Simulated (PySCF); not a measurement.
Interval between two levels of S(2+) by level of theory

S(2+) [Ne] 3s2 3p2 [3P2, M_J = 2] → S(2+) [Ne] 3s1 3p2 4s1 [5P3, M_J = 3], as a difference of total energies. Computed with PySCF 2.14 in x2c-TZVPall-2c with one added diffuse shell each of s, p type (6s7p2d1f, 44 functions), with the two-component X2C-1e Hamiltonian. Correlated levels: [Ne] frozen; the 6 highest virtual spinors dropped. "Screened" scales the spin-orbit matrix elements by Boettger's factors to mimic the two-electron term; Breit and QED terms are absent.

| method | interval between two levels (cm⁻¹) |
| --- | --- |
| GHF (spin-free) | 199170 |
| GMP2 (spin-free) | 209790 |
| GHF (screened spin-orbit) | 199230 |
| GMP2 (screened spin-orbit) | 209840 |

The labels give the starting determinants; with spin-orbit coupling the two ends relaxed to ⟨J²⟩ = 6.01, ⟨L²⟩ = 2.02, ⟨S²⟩ = 2.00 and ⟨J²⟩ = 12.01, ⟨L²⟩ = 2.01, ⟨S²⟩ = 6.00.

The promoted electron is Rydberg-like, and one or two diffuse shells describe it only roughly, which tends to raise the upper state.
